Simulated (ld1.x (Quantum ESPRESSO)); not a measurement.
## Cutoff test, aluminium, PAW

```json
{
 "Element": "Al",
 "Generator": "ld1.x (Quantum ESPRESSO) 7.5",
 "Type": "PAW",
 "Functional": "PBE",
 "Relativity": "non-relativistic",
 "Frozen core": "[Ne]",
 "Valence charge": "3",
 "Reference configuration": "3s2 3p1",
 "Partial waves": "3s (bound): rcut 1.80, rcutus 2.15 bohr; 3s channel at -0.25 Ry: rcut 1.80, rcutus 2.15 bohr; 3p (bound): rcut 1.40, rcutus 1.80 bohr; 3p channel at 0.1 Ry: rcut 1.40, rcutus 1.80 bohr",
 "Local potential": "all-electron potential smoothed inside 1.35 bohr (lloc = -2)",
 "Core correction": "a·sin(br)/r model core, default radius (core density twice the valence density)",
 "Augmentation charge": "PSQ, inside the norm-conserving radii"
}
```

The pseudo-atom Hamiltonian at the reference potential is diagonalised in spherical Bessel functions j_l(qr) that vanish at 20 bohr, with q² up to the cutoff. All-electron valence levels (Ry): 3s -0.5682, 3p -0.1999.

Question: How do the lowest levels (Ry) of each channel move with the cutoff, and are there ghosts?

Answer:

```json
{"cutoff (Ry)": "8", "s #1": "-0.5680", "p #1": "-0.1991", "p #2": "0.0243", "d #1": "0.0455", "d #2": "0.1260", "f #1": "0.1022", "Σ f·Δε (mRy)": "1.1"}
{"cutoff (Ry)": "10", "s #1": "-0.5681", "p #1": "-0.1994", "p #2": "0.0242", "d #1": "0.0455", "d #2": "0.1259", "f #1": "0.1022", "Σ f·Δε (mRy)": "0.7"}
{"cutoff (Ry)": "12", "s #1": "-0.5681", "p #1": "-0.1996", "p #2": "0.0242", "d #1": "0.0454", "d #2": "0.1258", "f #1": "0.1022", "Σ f·Δε (mRy)": "0.5"}
{"cutoff (Ry)": "15", "s #1": "-0.5681", "p #1": "-0.1998", "p #2": "0.0242", "d #1": "0.0454", "d #2": "0.1258", "f #1": "0.1022", "Σ f·Δε (mRy)": "0.2"}
{"cutoff (Ry)": "400", "s #1": "-0.5682", "p #1": "-0.1999", "p #2": "0.0242", "d #1": "0.0454", "d #2": "0.1257", "f #1": "0.1022", "Σ f·Δε (mRy)": "0.0"}
```

Result: no extra level below or beside the all-electron valence levels (s, p, d, f tested); 10 mRy is reached at 6 Ry and 1 mRy at 10 Ry.
